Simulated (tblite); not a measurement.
Compound: C3H10AlFS.
Numbering: `[CH3:1][CH2:2][S@@+:3]([CH3:4])[AlH2-:5][F:6]` (hydrogens: H7, H8, H9 on C1; H10, H11 on C2; H12, H13, H14 on C4; H15, H16 on Al5)

Computed with GFN2-xTB (tblite), gas phase: L-BFGS steps from a force-field or distance-geometry start until the largest atomic force falls under 0.01 eV/Å.

Step 1: E = -562.3042 eV
```
atom  x, y, z in Å  |  force x, y, z in eV/Å
C1      1.8989   -1.2052    0.1517   -0.008   0.125  -0.126
C2      1.2897    0.1172   -0.3323    0.508  -0.197  -0.103
S3     -0.2872    0.3800    0.5278    0.046  -0.012   1.221
C4     -0.8272    2.0817    0.2164    0.005   0.302  -0.103
Al5    -1.8859   -1.0438   -0.3304   -1.624  -1.541  -1.840
F6     -1.7109   -1.0994   -2.0638    0.210   0.323   1.411
H7      1.2462   -2.0451   -0.1264    0.185   0.255   0.175
H8      2.0437   -1.1866    1.2419   -0.110  -0.052  -0.443
H9      2.8765   -1.3380   -0.3360   -0.364   0.001   0.204
H10     1.9466    0.9439   -0.0579   -0.046   0.058  -0.123
H11     1.1194    0.0908   -1.4086    0.033   0.051  -0.012
H12    -0.0732    2.7482    0.6400   -0.155  -0.032  -0.106
H13    -1.7860    2.2250    0.7422    0.437  -0.180  -0.317
H14    -0.9372    2.2437   -0.8550   -0.092   0.096   0.115
H15    -3.2931   -0.4516    0.0981    0.575   0.327   0.046
H16    -1.6278   -2.4517    0.3435    0.400   0.476   0.002
```

Step 2: E = -562.5921 eV
```
atom  x, y, z in Å  |  force x, y, z in eV/Å
C1      1.8981   -1.2011    0.1478   -0.016   0.110  -0.144
C2      1.3125    0.1104   -0.3384   -0.489   0.041   0.275
S3     -0.2857    0.3797    0.5775    0.062  -0.077   0.191
C4     -0.8277    2.0955    0.2119    0.354  -0.497   0.001
Al5    -1.9511   -1.1057   -0.4048   -0.905  -0.653   0.972
F6     -1.7027   -1.0866   -2.0068    0.393   0.213  -0.914
H7      1.2541   -2.0346   -0.1193   -0.091  -0.024   0.017
H8      2.0394   -1.1887    1.2234   -0.044   0.011   0.059
H9      2.8617   -1.3377   -0.3280    0.172  -0.105  -0.056
H10     1.9438    0.9453   -0.0630    0.152   0.189  -0.067
H11     1.1207    0.0928   -1.4082   -0.048   0.040  -0.039
H12    -0.0799    2.7462    0.6354    0.126   0.262   0.019
H13    -1.7678    2.2176    0.7292   -0.169  -0.008   0.017
H14    -0.9408    2.2474   -0.8495   -0.054   0.036  -0.214
H15    -3.2702   -0.4388    0.1003    0.274   0.262  -0.048
H16    -1.6120   -2.4327    0.3439    0.282   0.200  -0.070
```

Step 3: E = -562.6401 eV
```
atom  x, y, z in Å  |  force x, y, z in eV/Å
C1      1.8977   -1.1995    0.1459    0.010   0.057  -0.079
C2      1.3082    0.1107   -0.3357   -0.369   0.123   0.193
S3     -0.2849    0.3787    0.5841    0.031  -0.110   0.131
C4     -0.8231    2.0903    0.2114    0.207  -0.336   0.021
Al5    -1.9685   -1.1193   -0.3971   -0.597  -0.471   0.336
F6     -1.6967   -1.0828   -2.0152    0.288   0.192  -0.371
H7      1.2535   -2.0340   -0.1185   -0.086  -0.019   0.004
H8      2.0385   -1.1887    1.2227   -0.039   0.014   0.036
H9      2.8629   -1.3391   -0.3281    0.130  -0.080  -0.052
H10     1.9454    0.9476   -0.0644    0.067   0.102  -0.078
H11     1.1202    0.0935   -1.4085   -0.073   0.045   0.034
H12    -0.0787    2.7494    0.6353    0.077   0.184  -0.019
H13    -1.7685    2.2168    0.7284   -0.033  -0.033  -0.044
H14    -0.9418    2.2481   -0.8518   -0.017  -0.016  -0.117
H15    -3.2647   -0.4343    0.0998    0.142   0.274   0.004
H16    -1.6070   -2.4286    0.3429    0.263   0.073   0.001
```

Task: Estimate the geometry and energy of step 4. (The exact step hangs on the optimiser's Hessian estimate; all steps are aligned on step 3, rigid shifts and turns removed.)

Result: E = -562.6881 eV, largest force 0.318 eV/Å
```
atom  x, y, z in Å  |  force x, y, z in eV/Å
C1      1.8973   -1.1961    0.1417    0.015   0.005   0.000
C2      1.2987    0.1146   -0.3295   -0.156   0.130   0.080
S3     -0.2831    0.3742    0.6043   -0.029  -0.121  -0.084
C4     -0.8133    2.0790    0.2107    0.036  -0.059   0.026
Al5    -2.0149   -1.1584   -0.3971    0.017  -0.028  -0.241
F6     -1.6809   -1.0707   -2.0209    0.131   0.119   0.098
H7      1.2520   -2.0318   -0.1163   -0.083  -0.010  -0.034
H8      2.0355   -1.1887    1.2190   -0.015   0.023   0.050
H9      2.8650   -1.3426   -0.3284    0.064  -0.026  -0.059
H10     1.9475    0.9525   -0.0692   -0.059   0.003  -0.061
H11     1.1175    0.0960   -1.4068   -0.147   0.061   0.143
H12    -0.0770    2.7572    0.6335   -0.012   0.018  -0.087
H13    -1.7657    2.2134    0.7234    0.093  -0.059  -0.078
H14    -0.9437    2.2486   -0.8557    0.070  -0.143   0.054
H15    -3.2514   -0.4189    0.1001   -0.131   0.279   0.079
H16    -1.5911   -2.4193    0.3426    0.207  -0.191   0.115
```

The energy changes by -0.0480 eV. The first-order estimate −F·Δx gives -0.0851 eV and the mean of the old and new forces, exact on a quadratic surface, -0.0483 eV. The step makes an angle of 30° with the force vector and moves no atom by more than 0.061 Å.

The cost below is that of the whole relaxation. Hardware: one thread of an Intel Xeon at 2.50 GHz, no GPU, on a shared host. Cost: 2.5 s wall.
